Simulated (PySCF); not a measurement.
C2H7GeNSi.
Bonds: C1–C2 (triple), C2–Ge3, Ge3–N4, N4–Si5. Hydrogens: H6 on C1; H7, H8 on Ge3; H9 on N4; H10, H11, H12 on Si5.

Method: PBE0-D3(BJ)/def2-SVP geometry optimisation, gas phase (PySCF 2.14.0); density fitting, grid level 1; the optimiser is geomeTRIC in internal coordinates, started from a GFN2-xTB structure with every atom displaced at random (about 0.01 Å).

Step 2: E = -68045.5180 eV
```
atom  x, y, z in Å  |  force x, y, z in eV/Å
C1      2.7091    0.2836    1.2066   -0.005  -0.167  -0.020
C2      1.9773   -0.1570    0.3387    0.026   0.164   0.042
Ge3     0.7138   -0.7031   -0.9831   -0.209  -0.037   0.041
N4     -0.9864   -0.7442   -0.2612    0.346  -0.006   0.044
Si5    -1.9050    0.6756    0.1573   -0.098   0.036   0.004
H6      3.3664    0.6307    1.9846   -0.005   0.043  -0.020
H7      0.7187    0.3269   -2.1172   -0.012   0.009  -0.013
H8      1.0655   -2.1170   -1.4604    0.020  -0.019  -0.003
H9     -1.0815   -1.5154    0.3982   -0.088  -0.001  -0.054
H10    -1.3741    1.4622    1.3197    0.008  -0.021   0.002
H11    -1.9174    1.5847   -1.0275    0.012  -0.014  -0.013
H12    -3.2981    0.2536    0.4995    0.004   0.012  -0.010
```

Step 3: E = -68045.5260 eV
```
atom  x, y, z in Å  |  force x, y, z in eV/Å
C1      2.7578    0.2652    1.1980   -0.059  -0.135  -0.097
C2      2.0017   -0.1541    0.3404    0.038   0.131   0.066
Ge3     0.7182   -0.6963   -0.9642   -0.025   0.029  -0.047
N4     -0.9678   -0.7164   -0.2443   -0.017  -0.062   0.227
Si5    -1.9358    0.6783    0.1554    0.054   0.007  -0.088
H6      3.4340    0.6120    1.9574    0.036   0.040   0.038
H7      0.7159    0.3252   -2.1036    0.022   0.035  -0.044
H8      1.0570   -2.1137   -1.4364    0.027  -0.046  -0.007
H9     -1.0892   -1.4990    0.3969   -0.056  -0.009  -0.056
H10    -1.4537    1.4614    1.3402   -0.011  -0.006   0.010
H11    -1.9179    1.5872   -1.0287   -0.008   0.025  -0.001
H12    -3.3321    0.2309    0.4441    0.000  -0.009  -0.002
```

Step 4: E = -68045.5318 eV
```
atom  x, y, z in Å  |  force x, y, z in eV/Å
C1      2.7852    0.2620    1.1885   -0.022  -0.041  -0.066
C2      2.0033   -0.1341    0.3442   -0.018   0.061   0.022
Ge3     0.7034   -0.6855   -0.9424    0.190  -0.057  -0.122
N4     -0.9689   -0.7310   -0.2155   -0.242   0.028   0.245
Si5    -1.9366    0.6740    0.1494    0.037  -0.047  -0.054
H6      3.4822    0.6104    1.9282    0.034   0.010   0.045
H7      0.6771    0.3399   -2.0804    0.019   0.021  -0.017
H8      1.0626   -2.0968   -1.4230    0.022  -0.025  -0.009
H9     -1.1244   -1.5266    0.4013    0.017   0.014  -0.066
H10    -1.4860    1.4435    1.3543   -0.017   0.014   0.007
H11    -1.8625    1.5817   -1.0340   -0.003   0.026   0.011
H12    -3.3472    0.2431    0.3847   -0.017  -0.004   0.002
```

Step 5: E = -68045.5365 eV
```
atom  x, y, z in Å  |  force x, y, z in eV/Å
C1      2.8261    0.2504    1.1750    0.001   0.009  -0.040
C2      2.0218   -0.1252    0.3426   -0.028   0.018   0.029
Ge3     0.7072   -0.6807   -0.9279    0.123  -0.032  -0.086
N4     -0.9648   -0.7161   -0.1904   -0.161   0.059   0.141
Si5    -1.9598    0.6760    0.1467    0.047  -0.052  -0.044
H6      3.5418    0.5909    1.9020    0.007  -0.012   0.019
H7      0.6824    0.3391   -2.0728    0.003   0.002   0.000
H8      1.0670   -2.0959   -1.4019   -0.005  -0.004   0.003
H9     -1.1400   -1.5221    0.4055    0.036  -0.013  -0.035
H10    -1.5626    1.4431    1.3718   -0.013   0.011   0.004
H11    -1.8582    1.5945   -1.0266    0.002   0.015   0.010
H12    -3.3727    0.2266    0.3314   -0.012  -0.001  -0.001
```

Task: Estimate the geometry and energy of step 6. (The exact step hangs on the optimiser's Hessian estimate; all steps are aligned on step 5, rigid shifts and turns removed.)

Result: E = -68045.5390 eV, largest force 0.061 eV/Å
```
atom  x, y, z in Å  |  force x, y, z in eV/Å
C1      2.8599    0.2435    1.1608    0.026   0.039  -0.003
C2      2.0353   -0.1139    0.3407   -0.033  -0.025   0.010
Ge3     0.7104   -0.6756   -0.9163    0.024  -0.002  -0.030
N4     -0.9601   -0.7030   -0.1640   -0.028   0.046   0.028
Si5    -1.9771    0.6765    0.1448    0.006  -0.028  -0.010
H6      3.5922    0.5706    1.8783   -0.011  -0.018   0.001
H7      0.6822    0.3372   -2.0682   -0.003  -0.008   0.006
H8      1.0646   -2.0959   -1.3808   -0.012   0.005   0.006
H9     -1.1458   -1.5213    0.4099    0.029  -0.017  -0.006
H10    -1.6356    1.4418    1.3881   -0.003   0.001   0.001
H11    -1.8456    1.6079   -1.0156    0.009   0.000   0.002
H12    -3.3922    0.2127    0.2773   -0.004   0.007  -0.004
```

The energy changes by -0.0025 eV. The first-order estimate −F·Δx gives -0.0040 eV and the mean of the old and new forces, exact on a quadratic surface, -0.0026 eV. The step makes an angle of 84° with the force vector and moves no atom by more than 0.075 Å.

The cost below is that of the whole optimisation. The run took 67 s wall on one thread of an Arm Neoverse V2, no GPU, shared host, and the process peaked at 0.53 GiB of memory.
